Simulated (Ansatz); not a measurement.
Ansatz results at the PBE0-D4/def2-TZVP geometry: LUMO energy (PBE0/def2-TZVPP) -3.18 eV; size of the dipole moment (PBE/def2-TZVPP) 2.93 D; HOMO energy (PBE/def2-TZVPP) -6.88 eV.

Each molecule was computed in one conformer, which needn't be the lowest.

Task: Which molecule gave them?
A. `[CH3][Ti]([CH3])([F])[F]`
B. `[CH3][Ti]([CH3])([CH3])[CH3]`
C. `[Cl][Ti]([Cl])([Cl])[c]1ccccc1`
D. `[OH][Ti]([SH])([SH])[SH]`

Result: C. The others give `[CH3][Ti]([CH3])([CH3])[CH3]`: -1.32, 0.00, -6.15; `[OH][Ti]([SH])([SH])[SH]`: -2.68, 1.35, -6.39; `[CH3][Ti]([CH3])([F])[F]`: -2.16, 1.51, -6.87.
